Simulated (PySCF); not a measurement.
**Dipole response of As⁻ (arsenic, charge -1)**

[Ar] 3d10 4s2 4p4, high-spin 3P determinant. Computed with PySCF 2.14 in aug-cc-pwCVQZ-PP with ECP10MDF (10s9p8d6f4g1h, 166 functions), with scalar relativity through the core potential. Coupled (time-dependent) response in atomic units; α is the mean over directions.

```json
{"method": "UHF", "mean α (bohr³)": "95.61", "α xx, yy, zz": "73.41, 140.0, 73.41", "C₆ (like pair)": "1251", "S(−4)": "5266"}
```

S(−4) is the Cauchy moment in α(ω) = α(0) + S(−4) ω² + …

Spin-orbit coupling is absent.

α(iu) at UHF:

| u (hartree) | α(iu) (bohr³) |
| --- | --- |
| 0 | 95.61 |
| 0.0500 | 85.35 |
| 0.100 | 68.71 |
| 0.200 | 43.61 |
| 0.300 | 29.16 |
| 0.500 | 15.41 |
| 0.750 | 8.549 |
| 1.00 | 5.462 |
| 1.50 | 2.858 |
| 2.00 | 1.812 |
| 3.00 | 0.9724 |
| 5.00 | 0.4559 |

A single London oscillator, α(iu) = α/(1 + u²/ω²), gives C₆ = (3/4) ω α². Matching the computed C₆ needs ω = 4 × 1251 / (3 × 95.61²) = 0.182 hartree.

For an ion, C₆ is the dispersion term alone; charge-induced terms of lower order in 1/R come first.

The components differ because the open shell of this determinant is not spherical; for a pure term their mean is the scalar polarisability.

Energies and moments cover only the electrons outside the core potential.
